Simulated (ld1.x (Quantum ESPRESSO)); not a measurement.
How hard is this helium TM potential?

ld1.x (Quantum ESPRESSO) 7.5 input, shortened:

```
&input
   title='He', zed=2., rel=1, dft='PZ', iswitch=3,
   config='1s1.75 2p-2'
 /
 &inputp
   pseudotype=2, tm=.true., lloc=0,
   nlcc=.false.
 /
2
2P  2  1  -2.00   0.45  0.65  0.65  0.0
1S  1  0   1.75   0.00  0.60  0.60  0.0
 &test
   configts(1)='1s1.75'
 /
```

The pseudo-atom Hamiltonian at the reference potential is diagonalised in spherical Bessel functions j_l(qr) that vanish at 20 bohr, with q² up to the cutoff. All-electron valence levels (Ry): 1s -1.5201.

Q: How do the lowest levels (Ry) of each channel move with the cutoff, and are there ghosts?

A:

| cutoff (Ry) | p #1 | p #2 | s #1 | s #2 | d #1 | d #2 | f #1 | Σ f·Δε (mRy) |
| --- | --- | --- | --- | --- | --- | --- | --- | --- |
| 8 | -0.0104 | 0.0602 | -0.9524 | -0.0390 | 0.0402 | 0.1494 | 0.0835 | 993.6 |
| 21 | -0.0105 | 0.0599 | -1.2408 | -0.0479 | 0.0402 | 0.1494 | 0.0835 | 488.8 |
| 45 | -0.0106 | 0.0598 | -1.4104 | -0.0528 | 0.0402 | 0.1494 | 0.0835 | 192.1 |
| 80 | -0.0106 | 0.0598 | -1.4881 | -0.0550 | 0.0402 | 0.1494 | 0.0835 | 56.1 |
| 140 | -0.0106 | 0.0598 | -1.5172 | -0.0558 | 0.0402 | 0.1494 | 0.0835 | 5.2 |
| 260 | -0.0106 | 0.0598 | -1.5198 | -0.0559 | 0.0402 | 0.1494 | 0.0835 | 0.6 |
| 400 | -0.0106 | 0.0598 | -1.5201 | -0.0559 | 0.0402 | 0.1494 | 0.0835 | 0.0 |

Result: no extra level below or beside the all-electron valence levels (p, s, d, f tested); 10 mRy is reached at 140 Ry and 1 mRy at 200 Ry.
